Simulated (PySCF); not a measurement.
# Atomic charges against the basis set

Species: BH₇N₂Si.
Numbering: `[NH2:1][BH:2][NH:3][SiH3:4]` (hydrogens: H5, H6 on N1; H7 on B2; H8 on N3; H9, H10, H11 on Si4)

PBE0 throughout (PySCF), one geometry, spherical d and f functions. Isolated species at its PBE0-D3(BJ)/def2-SVP geometry (one conformer only). Atoms taken as equivalent share a column and are averaged. The first 7 of 8 kinds of atom are listed.

Mulliken charges (e):

| basis | functions | N1 | B2 | N3 | Si4 | H5/H6 | H7 | H8 |
| --- | --- | --- | --- | --- | --- | --- | --- | --- |
| STO-3G | 31 | -0.480 | +0.262 | -0.548 | +0.657 | +0.192 | -0.080 | +0.171 |
| 6-31G | 54 | -0.862 | +0.566 | -0.981 | +0.719 | +0.320 | -0.056 | +0.325 |
| pcSseg-0 | 54 | -0.864 | +0.572 | -1.097 | +0.694 | +0.312 | -0.001 | +0.323 |
| 6-31G* | 74 | -0.803 | +0.344 | -0.744 | +0.476 | +0.339 | -0.042 | +0.334 |
| cc-pVDZ | 95 | -0.057 | -0.086 | -0.186 | +0.295 | +0.090 | -0.055 | +0.094 |
| def2-SVP | 95 | -0.150 | -0.039 | -0.331 | +0.448 | +0.126 | -0.050 | +0.141 |
| pcSseg-1 | 110 | -0.482 | +0.339 | -0.697 | +0.615 | +0.188 | -0.028 | +0.198 |
| 6-311+G(2d,p) | 158 | -0.659 | +0.544 | -0.884 | +0.569 | +0.233 | -0.023 | +0.208 |
| aug-cc-pVDZ | 159 | +0.004 | -0.124 | -0.329 | -0.423 | -0.049 | +0.363 | -0.068 |
| def2-TZVP | 172 | -0.516 | +0.129 | -0.412 | +0.244 | +0.235 | -0.014 | +0.201 |
| IGLO-III | 219 | -0.550 | +0.418 | -0.632 | +0.832 | +0.196 | -0.100 | +0.164 |
| cc-pVTZ | 222 | -0.259 | -0.027 | -0.178 | +0.194 | +0.150 | -0.026 | +0.115 |

IAO charges (e):

| basis | functions | N1 | B2 | N3 | Si4 | H5/H6 | H7 | H8 |
| --- | --- | --- | --- | --- | --- | --- | --- | --- |
| STO-3G | 31 | -0.483 | +0.126 | -0.600 | +0.738 | +0.215 | -0.021 | +0.197 |
| 6-31G | 54 | -0.581 | +0.149 | -0.654 | +0.592 | +0.266 | -0.013 | +0.257 |
| pcSseg-0 | 54 | -0.538 | +0.123 | -0.643 | +0.593 | +0.255 | -0.018 | +0.249 |
| 6-31G* | 74 | -0.579 | +0.172 | -0.689 | +0.727 | +0.263 | -0.018 | +0.253 |
| cc-pVDZ | 95 | -0.567 | +0.144 | -0.680 | +0.720 | +0.263 | -0.014 | +0.255 |
| def2-SVP | 95 | -0.556 | +0.144 | -0.676 | +0.741 | +0.260 | -0.019 | +0.252 |
| pcSseg-1 | 110 | -0.574 | +0.152 | -0.692 | +0.744 | +0.264 | -0.014 | +0.255 |
| 6-311+G(2d,p) | 158 | -0.601 | +0.158 | -0.710 | +0.758 | +0.275 | -0.012 | +0.264 |
| aug-cc-pVDZ | 159 | -0.598 | +0.152 | -0.696 | +0.722 | +0.274 | -0.012 | +0.263 |
| def2-TZVP | 172 | -0.599 | +0.160 | -0.711 | +0.768 | +0.273 | -0.013 | +0.262 |
| IGLO-III | 219 | -0.603 | +0.159 | -0.713 | +0.766 | +0.275 | -0.013 | +0.264 |
| cc-pVTZ | 222 | -0.596 | +0.159 | -0.707 | +0.753 | +0.273 | -0.014 | +0.263 |

Hirshfeld charges (e):

| basis | functions | N1 | B2 | N3 | Si4 | H5/H6 | H7 | H8 |
| --- | --- | --- | --- | --- | --- | --- | --- | --- |
| STO-3G | 31 | -0.222 | +0.108 | -0.270 | +0.427 | +0.107 | -0.094 | +0.092 |
| 6-31G | 54 | -0.246 | +0.113 | -0.281 | +0.342 | +0.125 | -0.069 | +0.119 |
| pcSseg-0 | 54 | -0.246 | +0.108 | -0.274 | +0.366 | +0.127 | -0.081 | +0.116 |
| 6-31G* | 74 | -0.245 | +0.115 | -0.270 | +0.329 | +0.126 | -0.067 | +0.125 |
| cc-pVDZ | 95 | -0.248 | +0.116 | -0.268 | +0.346 | +0.127 | -0.074 | +0.121 |
| def2-SVP | 95 | -0.251 | +0.118 | -0.271 | +0.353 | +0.128 | -0.075 | +0.122 |
| pcSseg-1 | 110 | -0.259 | +0.132 | -0.282 | +0.355 | +0.126 | -0.070 | +0.119 |
| 6-311+G(2d,p) | 158 | -0.262 | +0.136 | -0.293 | +0.357 | +0.124 | -0.065 | +0.121 |
| aug-cc-pVDZ | 159 | -0.263 | +0.136 | -0.291 | +0.354 | +0.124 | -0.065 | +0.120 |
| def2-TZVP | 172 | -0.263 | +0.135 | -0.288 | +0.349 | +0.126 | -0.066 | +0.123 |
| IGLO-III | 219 | -0.265 | +0.136 | -0.288 | +0.347 | +0.125 | -0.066 | +0.121 |
| cc-pVTZ | 222 | -0.263 | +0.134 | -0.285 | +0.348 | +0.127 | -0.069 | +0.122 |

Some averages cover members that differ in this geometry, most widely: H5/H6, Mulliken in aug-cc-pVDZ -0.074 to -0.024; H5/H6, Mulliken in 6-311+G(2d,p) +0.216 to +0.251 e.

**Question.** Which scheme is steadiest as the basis changes?

**Answer.** Largest range over the bases for any column: Hirshfeld 0.10 e, IAO 0.18 e, Mulliken 1.26 e. Hirshfeld charges move least and Mulliken charges most, counted in e. Without the minimal STO-3G basis the ranges are Hirshfeld 0.04, IAO 0.18, Mulliken 1.26 e.

**Question.** How much do the charges still move between the two largest bases, IGLO-III and cc-pVTZ?

**Answer.** At most, over all atoms: Mulliken 0.638 e, IAO 0.014 e, Hirshfeld 0.004 e.

**Question.** What do the same runs give for the total energy, the frontier levels and the dipole moment?

**Answer.** 
```csv
basis,energy (Eh),HOMO (eV),LUMO (eV),μ (D)
STO-3G,-422.7573,-3.85,5.94,1.65
6-31G,-427.7631,-6.70,1.14,2.06
pcSseg-0,-427.2001,-6.88,1.28,2.11
6-31G*,-427.8293,-6.82,1.11,2.28
cc-pVDZ,-427.8607,-6.89,1.18,2.29
def2-SVP,-427.6693,-6.97,1.23,2.31
pcSseg-1,-427.8367,-7.10,0.86,2.13
"6-311+G(2d,p)",-427.9166,-7.17,-0.09,2.07
aug-cc-pVDZ,-427.8762,-7.13,-0.23,2.00
def2-TZVP,-427.9284,-7.16,0.55,2.15
IGLO-III,-427.9339,-7.16,0.44,2.08
cc-pVTZ,-427.9269,-7.11,0.74,2.18
```

The dipole is fixed by the density alone, so its range of 0.66 D shows that the density itself changes with the basis, not only its division among atoms.
